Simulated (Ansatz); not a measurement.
cyclo-(H2SiS)3 (Si3H6S3). Total charge 0; triplet. Geometry PBE-D4/def2-SVP, that of the neutral singlet; atoms count from 1.

```xyz
12

Si    1.694    0.738   -0.454
H     2.041   -0.534   -1.169
H     2.886    1.639   -0.349
S     1.068    0.296    1.577
Si   -0.141   -1.462    1.192
H     0.679   -2.717    1.099
H    -1.077   -1.541    2.363
S    -1.185   -1.352   -0.705
Si   -1.548    0.787   -0.787
H    -1.970    1.288    0.562
H    -2.630    0.997   -1.801
S     0.183    1.862   -1.525
```

At PBE0-D4/def2-TZVP a singlet of charge 0 lies 5.18 eV below the triplet at the same geometry.

Question: Estimate the Mulliken populations from the PBE0/def2-TZVP orbitals of Ansatz.

Answer: 
| atom | charge (e) | spin (α − β) |
| --- | --- | --- |
| Si1 | 0.13 | 0.25 |
| H2 | 0.02 | 0.02 |
| H3 | 0.02 | 0.00 |
| S4 | -0.20 | 0.25 |
| Si5 | 0.15 | 0.17 |
| H6 | 0.02 | 0.00 |
| H7 | 0.02 | 0.00 |
| S8 | -0.20 | 0.26 |
| Si9 | 0.13 | 0.26 |
| H10 | 0.02 | 0.02 |
| H11 | 0.02 | 0.00 |
| S12 | -0.12 | 0.77 |
Mulliken values depend strongly on the basis.

Question: Where does the spin sit?

Answer: Summed by element: Si 0.68, H 0.05, S 1.27, of 2 unpaired in all. Largest on single atoms: S12 0.77, S8 0.26, Si9 0.26.

Question: And the Mayer bond orders between heavy atoms (over 0.3)?

Answer: Si1–S4 0.96 (2.17 Å); Si1–S12 0.95 (2.17 Å); S4–Si5 1.08 (2.17 Å); Si5–S8 1.08 (2.17 Å); S8–Si9 0.95 (2.17 Å); Si9–S12 0.94 (2.17 Å).
